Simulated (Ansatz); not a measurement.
`[F][Al]([SiH3])[SH]` + `CC[TeH]` → `CC[Te][SiH3]` + `[F][AlH][SH]` at 400 K and 1 bar (cleavage of the Si–Al bond).

Program: Ansatz. Geometries: PBE0-D4/def2-TZVP. ΔE: electronic, gas phase. CBS: MP2 limit from def2 TZ/QZ plus the TZ coupled-cluster correction, frozen cores. This one scheme is used for every species. def2 core potentials past Kr. For Te outer-core shells are correlated without core-valence functions, which leaves a few kJ/mol of doubt a bond. Each species was taken in one conformer, which may not be the lowest.

```json
{"species": "`[F][Al]([SiH3])[SH]`", "CCSD(T)/CBS energy (Eh)": "-1031.18548", "H − E (kJ/mol)": "130.3", "S (J/(mol·K))": "399.8"}
{"species": "`CC[TeH]`", "CCSD(T)/CBS energy (Eh)": "-347.43450", "H − E (kJ/mol)": "213.3", "S (J/(mol·K))": "336.4"}
{"species": "`CC[Te][SiH3]`", "CCSD(T)/CBS energy (Eh)": "-637.73763", "H − E (kJ/mol)": "272.4", "S (J/(mol·K))": "411.5"}
{"species": "`[F][AlH][SH]`", "CCSD(T)/CBS energy (Eh)": "-740.90186", "H − E (kJ/mol)": "71.8", "S (J/(mol·K))": "313.9"}
```

H − E and S are ideal-gas, rigid-rotor, harmonic terms from PBE0-D4/def2-TZVP, for one conformer and one mirror image of each species. 1 Eh = 2625.50 kJ/mol, R = 8.31446 J/(mol·K).

Question: By hand: ΔE, ΔH, ΔS and ΔG.

Answer: ΔE = (-637.73763) + (-740.90186) − (-1031.18548) − (-347.43450) = -0.01951 Eh = -51.2 kJ/mol. Δ(H − E) = 272.4 + 71.8 − 130.3 − 213.3 = 0.6, so ΔH = -50.6 kJ/mol. ΔS = 411.5 + 313.9 − 399.8 − 336.4 = -10.8 J/(mol·K). ΔG = -50.6 − 400 × (-10.8)/1000 = -46.3 kJ/mol.

Question: By hand: the equilibrium constant, and the temperature at which ΔG would vanish if ΔH and ΔS stayed fixed.

Answer: log₁₀ K = −ΔG/(RT ln 10) = 6.0. ΔG = 0 at ΔH/ΔS = 4685 K, far beyond where these terms or the molecules hold.

The number of gas molecules stays the same, so ΔS is small and ΔH decides. A doubt of 5 kJ/mol in ΔE shifts log₁₀ K by 0.7 here. Other conformers and mirror images would add mixing entropy, several J/(mol·K) or more a flexible species. Modes under 60 cm⁻¹, often nearly free rotors, make the harmonic entropy too high. These are equilibria of isolated gas molecules and say nothing of rates. Largest T1 diagnostic: 0.013 (customary marks: 0.02 for closed shells, 0.045 for open ones).
